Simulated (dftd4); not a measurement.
yttrium atom (Y), doublet; D4 for hf run with dftd4.

Input for dftd4:
```
$ dftd4 mol.xyz --func hf --charge 0 --json dftd4.json --noedisp --property

# file mol.xyz
1

Y      0.00000000     0.00000000     0.00000000
```

What the program printed (banner, timings and long lists left out):

```
                    ____  _____ _____     ____  _  _
      -------------|  _ \|  ___|_   _|---|  _ \| || |------------
     |             | | | | |_    | | ___ | | | | || |_           |
     |             | |_| |  _|   | ||___|| |_| |__   _|          |
     |             |____/|_|     |_|     |____/   |_|            |
     |             ===================================           |
     |            E. Caldeweyher, S. Ehlert & S. Grimme          |
     |          Mulliken Center for Theoretical Chemistry        |
     |                    University of Bonn                     |
      -----------------------------------------------------------

Rational (Becke-Johnson) damping: hf-D4-ATM
---------------------
  s6         1.0000
  s8         1.6168
  s9         1.0000
  a1         0.4496
  a2         3.3574
 alp        16.0000
--------------------

Atomic data, radii in Ångström:
------------------------------------------------------
   Z          R(cov)      r4/r2   hardness         EN
------------------------------------------------------
  39 Y        1.9600     4.2187     0.1936     1.2200
------------------------------------------------------

Atomic reference systems (in atomic units):
----------------------------------------------------------------------------
   Z        #      CN     q+Z       C6(AA)   #      CN     q+Z       C6(AA)
----------------------------------------------------------------------------
  39 Y      1  0.0000 11.0000    2460.7777   2  1.6167 11.5762     896.5682
            3  2.4400 11.7231     237.2030
----------------------------------------------------------------------------

Atomic properties (in atomic units):
----------------------------------------------------------------------------
     #    Z              CN          q      C6(AA)        C8(AA)   alpha(0)
----------------------------------------------------------------------------
     1   39 Y        0.0000     0.0000   2460.7776   469179.7829   156.5817
----------------------------------------------------------------------------

Molecular properties (in atomic units):
----------------------------------------
 molecular C6                2460.7776
 molecular C8              469179.7829
----------------------------------------

Dispersion energy:       0.0000000000000E+00 Eh

[Info] JSON dump of results written to 'dftd4.json'
```
